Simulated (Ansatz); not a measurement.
Input file for Ansatz (a quantum-chemistry and plane-wave program): R-CCSD(T)/cc-pVTZ on FGeH3O (SMILES [OH][GeH2][F]), a point of a torsion scan. The run froze 16 orbitals, filled d shells among them.

Ansatz 0.2 input:
```yaml
crystal:
  periodic: [false, false, false]
  atoms:
    - {symbol: O, position_ang: [1.21738082, -0.07647262, -0.47272343]}
    - {symbol: Ge, position_ang: [-0.40061191, 0.04871237, 0.08442576]}
    - {symbol: F, position_ang: [-1.04075835, -1.53914983, -0.17662292]}
    - {symbol: H, position_ang: [1.96239060, 0.08521032, 0.10032203]}
    - {symbol: H, position_ang: [-1.16211096, 0.90527902, -0.86604925]}
    - {symbol: H, position_ang: [-0.51655350, 0.26892438, 1.56193381]}
basis:
  gaussian:
    orbitals: cc-pVTZ
magnetization: {spin_polarized: false}
correlation: {method: ccsd_t, electrons: outside_noble_gas}
scf: {lower_state_search: off}
```

Problem. Give the final energy of this run.

Solution. -2252.2368 hartree (reference determinant -2251.5847, T1 diagnostic 0.012).

Problem. How many basis functions does it have, and what does it roughly cost on one machine?

Solution. 145 functions; around 12 core-seconds (rough).
